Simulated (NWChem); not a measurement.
Species: Si2H5SF; SMILES [SiH3]S[SiH2]F

```xyz
9

Si     0.6208    -1.7460     0.0499
S     -0.9674    -0.4242    -0.5857
Si    -0.2907     1.3927     0.2906
F      1.1761     1.7898    -0.2844
H      1.7716    -1.6977    -0.8949
H      1.0778    -1.3545     1.4165
H      0.0404    -3.1175     0.0687
H     -0.1429     1.2710     1.7647
H     -1.2685     2.4371    -0.1065
```
Atoms are numbered in this order, from 1.

Results from NWChem. Structure relaxed at the PBE0/def2-SVP level. GIAO values for the isolated, static molecule; σ is the absolute isotropic shielding, δ = σ(reference) − σ with the isolated reference molecule computed at the same levels (19F: trichlorofluoromethane, 1H: tetramethylsilane, 29Si: tetramethylsilane).

### Question
Estimate the computed values for PBE0/pcSseg-1. Quantities: δ Si1 (ppm); σ S2 (ppm); δ Si3 (ppm); δ F4 (ppm); δ H5 (rotor mean) (ppm); δ H8 (ppm); δ H9 (ppm).

### Answer
```json
{
  "δ Si1 (ppm)": "-46.7",
  "σ S2 (ppm)": "754.1",
  "δ Si3 (ppm)": "9.9",
  "δ F4 (ppm)": "-179.9",
  "δ H5 (rotor mean) (ppm)": "4.75",
  "δ H8 (ppm)": "5.47",
  "δ H9 (ppm)": "5.53"
}
```
